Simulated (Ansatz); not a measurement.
Born–Oppenheimer molecular dynamics of CH5AlF2OSi (11 atoms, charge 0, multiplicity 1). It starts from a relaxed structure.

Level of theory: RKS r2SCAN/STO-3G (Ansatz).

```yaml
ensemble: NVT, Nosé–Hoover chain
time_step: 1 fs
steps_asked: 190
set_temperature: 300 K
thermostat: time constant 50 fs, chain length 3
seed: 112571
```

First frame:

```xyz
11
Properties=species:S:1:pos:R:3
C -0.897 -0.632 1.728
Si 0.221 -0.454 0.234
F 1.784 -0.280 0.686
F 0.169 -1.791 -0.706
O -0.247 0.875 -0.670
Al 0.594 1.284 -2.073
H -0.780 0.215 2.412
H -1.950 -0.671 1.428
H -0.676 -1.547 2.288
H 1.768 0.454 -2.510
H 0.080 2.490 -2.797
```

Q: How far do the bonds stretch over the last three quarters of this one trajectory? (Pairs bonded in most of those frames.)

A: 
```
   bond  mean (Å)  spread (Å)  shortest  longest
 C1–Si2     1.882       0.020      1.84     1.93
  C1–H7     1.098       0.013      1.07     1.13
  C1–H8     1.098       0.013      1.07     1.13
  C1–H9     1.098       0.021      1.06     1.13
 Si2–F3     1.644       0.026      1.59     1.68
 Si2–F4     1.640       0.021      1.59     1.68
 Si2–O5     1.683       0.039      1.61     1.75
 O5–Al6     1.696       0.030      1.63     1.76
Al6–H10     1.504       0.014      1.48     1.53
Al6–H11     1.500       0.019      1.47     1.53
```

Mean temperature of the second half: 302 K. The conserved energy stayed within 0.67 meV per atom of its start (net change 0.59 meV per atom), so the integration is sound. A run of 0.19 ps of so small a system gives no equilibrium averages. Limits of this set-up: minimal basis.

Time of the run: 9.7 min on 1 CPU thread of a shared host.
